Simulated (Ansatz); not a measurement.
Cartesian coordinates in Å:
```
C 2.038 -1.531 -1.037
C 1.013 -0.612 -0.475
C -0.284 -1.028 -0.219
C -1.197 -0.125 0.314
C -2.635 -0.573 0.615
F -2.880 -0.461 1.917
F -3.497 0.190 -0.046
F -2.843 -1.842 0.261
O -0.965 1.070 0.595
Ti 0.714 2.244 0.432
Cl -0.473 3.570 -0.841
Cl 2.693 3.178 0.108
Cl 0.541 2.604 2.582
O 1.415 0.583 -0.245
H 2.421 -1.110 -1.970
H 2.882 -1.588 -0.345
H 1.640 -2.527 -1.217
H -0.581 -2.043 -0.428
```

Charge 0, multiplicity 1.

(1) List the CAM-B3LYP/def2-TZVPP orbital energies in eV (the Gaussian-basis code of Ansatz). (An estimate is asked.)

Results:

(1) The calculation gave: Occupied: -4872.83, -2764.35, -2764.34, -2763.94, -675.41, -675.29, -675.28, -547.16, -524.28, -524.18, -457.71, -457.70, -457.69, -286.56, -282.98, -282.93, -279.99, -279.96, -259.14, -259.14, -258.73, -198.14, -198.13, -198.08, -198.08, -198.06, -198.06, -197.72, -197.67, -197.67, -69.93, -45.63, -45.57, -45.55, -39.07, -36.56, -36.49, -32.66, -32.05, -25.29, -24.30, -24.09, -23.89, -23.77, -22.75, -20.60, -19.30, -19.13, -18.71, -18.03, -17.17, -16.27, -15.89, -15.63, -15.60, -14.91, -14.75, -14.68, -14.14, -14.09, -14.00, -13.80, -13.29, -12.38, -12.28, -11.97, -11.94, -11.53, -11.46, -11.00, -10.80, -10.51, -10.12, -10.06, -9.60. Lowest empty: -2.51, -2.21, -2.08, -1.62, -1.27, -0.33, 0.84, 1.95.
